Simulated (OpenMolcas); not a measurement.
## Te I: from CASSCF to CASPT2

- Program: OpenMolcas 26.06
- Basis: ANO-RCC [10s9p8d5f3g]
- Scalar Hamiltonian: DKH2, point nucleus
- Active space: 6 electrons in 8 orbitals (5s 5p 6s 6p)
- State averaging: 2S+1 = 3 even, 3 roots; 2S+1 = 1 even, 6 roots; 2S+1 = 3 odd, 3 roots (0 in the spin-orbit step)
- Spin-orbit coupling: RASSI with atomic mean-field integrals over the reference wave functions, term energies averaged over their components

Methods on the same reference wave functions:
A. CASSCF
B. SS-CASPT2, IPEA 0.25 Eh, imaginary shift 0.1 Eh (closed shells correlated: 4d)

Energies in cm⁻¹ above 5s² 5p⁴ ³P₂, the measured ground level; measured values from NIST Handbook of Basic Atomic Spectroscopic Data.

```
      Level      A      B  Measured
5s² 5p⁴ ³P₂    0.0    0.0       0.0
5s² 5p⁴ ³P₁   4094   4190      4751
5s² 5p⁴ ³P₀   4203   4490      4706
5s² 5p⁴ ¹D₂  12140  10550     10558
5s² 5p⁴ ¹S₀  21478  23620     23198
```

Deviations, from unrounded energies. A percentage is the sum of absolute deviations over the sum of measured energies, with the sign that they share, or ± where signs differ.

```json
{"Against measurement": "mean absolute deviation (cm-1)", "Levels": "4", "A": "1100", "B": "300"}
{"Against measurement": "fine structure of the ground term (%)", "Levels": "2", "A": "-12.3", "B": "-8.2"}
{"Against measurement": "other terms of the ground configuration (%)", "Levels": "2", "A": "±9.8", "B": "±1.3"}
```

B lies closest to measurement on these levels. The largest miss of B in the table is 5s² 5p⁴ ³P₁, by -560 cm-1. The ranking rests on the paired levels alone, and a cruder setting can come out closer through cancelling errors.

From A to B the spin-free energies of the other terms of 5s² 5p⁴ shown, above ³P, scale by factors of 0.81 to 1.13.

The lowest spin-free term lies below A's lowest term by 0.593 hartree in B.

Term energies are means over components that CASPT2 splits; among the terms shown or strongly mixed into the levels shown the widest spread is 83 cm-1 (5s² 5p⁴ ¹D, B). Some high roots are left out of the spin-orbit mixing, which shifts the levels that they would mix with. Active for correlation alone: 6p 6s; no level in the range computed is led by a configuration that fills them, so any true level of that kind is missing. Measured partners are found by configuration, term and J. A level has none where our copy of the source lacks it or the pairing is in doubt (some pairs that miss far off the trend of their configuration count as doubtful), and it then counts in no deviation. Only configurations of the active space appear.
